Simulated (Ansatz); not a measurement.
Reaction (formal exchange of groups at a C–C bond): `FC[C@@H](F)[C@@H](F)OC(F)F` + `CF` → `FCC(F)OC(F)F` + `FCCF`

Program: Ansatz. Geometries: PBE0-D4/def2-TZVP. ΔE: electronic, gas phase. CCSD(T)/CBS adds triple-zeta CCSD(T) − MP2 to the extrapolated MP2 energy (def2 sets, frozen cores). This one scheme is used for every species. Functionals use def2-TZVPP. B3LYP here is the variant with VWN-RPA as its local correlation; programs differ in this. One conformer a species, not always the lowest.

`FC[C@@H](F)[C@@H](F)OC(F)F`:

```xyz
15

F     1.792    2.227   -1.521
C     1.547    1.117   -0.746
C     0.291    0.439   -1.225
F     0.517   -0.180   -2.433
C    -0.212   -0.615   -0.259
F     0.801   -1.487    0.062
O    -0.638    0.036    0.888
C    -1.376   -0.727    1.757
F    -1.533   -0.001    2.861
F    -2.598   -0.972    1.237
H     2.398    0.438   -0.830
H     1.426    1.434    0.293
H    -0.501    1.182   -1.366
H    -1.010   -1.206   -0.716
H    -0.903   -1.684    1.998
```

`CF`:

Cartesian coordinates in Å:
```
C 0.013 0.006 0.059
F -0.285 -0.131 -1.277
H -0.086 1.057 0.341
H 1.038 -0.329 0.233
H -0.680 -0.602 0.644
```

`FCC(F)OC(F)F`:

Cartesian coordinates in Å:
```
F -2.253 1.622 -0.461
C -1.204 0.889 -0.951
C -0.354 0.411 0.199
F 0.224 1.484 0.830
O 0.634 -0.396 -0.347
C 1.365 -1.122 0.556
F 2.360 -1.686 -0.124
F 0.605 -2.109 1.084
H -0.602 1.516 -1.614
H -1.591 0.027 -1.499
H -0.947 -0.120 0.951
H 1.762 -0.516 1.376
```

`FCCF`:

Z-matrix (Å, degrees):
```
C
C 1 1.498
F 1 1.378 2 110.9
H 1 1.095 2 109.4 3 119.5
H 1 1.094 2 110.5 3 -120.0
F 2 1.378 1 110.9 3 71.2
H 2 1.096 1 109.4 3 -169.4
H 2 1.094 1 110.5 3 -48.8
```

Problem. Is it downhill or uphill in electronic energy at CCSD(T)/CBS, and by how much? (Estimate.)

Solution. Computed: Nearly level: ΔE = -1.8 kJ/mol.

Problem. What do these levels give: PBE0-D4, B3LYP-D4, ωB97M-V, r2SCAN, PBE0, B3LYP, HF/def2-TZVPP, CCSD/def2-TZVPP, CCSD(T)/def2-TZVPP, MP2/def2-QZVPP, HF/CBS(def2), MP2/CBS(def2)? (Best estimate.)

Solution. Ansatz gave: PBE0-D4 -4.3, B3LYP-D4 -3.8, ωB97M-V -2.1, r2SCAN -4.3, PBE0 -7.1, B3LYP -8.4, HF/def2-TZVPP -8.8, CCSD/def2-TZVPP -2.4, CCSD(T)/def2-TZVPP -1.0, MP2/def2-QZVPP -1.6, HF/CBS(def2) -9.1, MP2/CBS(def2) -1.8 kJ/mol.

Largest T1 diagnostic among the species: 0.012.

The D4 term adds +4.5 kJ/mol with B3LYP and +2.8 kJ/mol with PBE0; it sums over pairs of atoms, weighted by their polarisabilities, and B3LYP, whose exchange is more repulsive, gets the larger term. In def2-TZVPP, CCSD(T) changes the Hartree–Fock value by +7.7 kJ/mol (the triples alone add +1.3 kJ/mol) and MP2 by +7.7 kJ/mol.
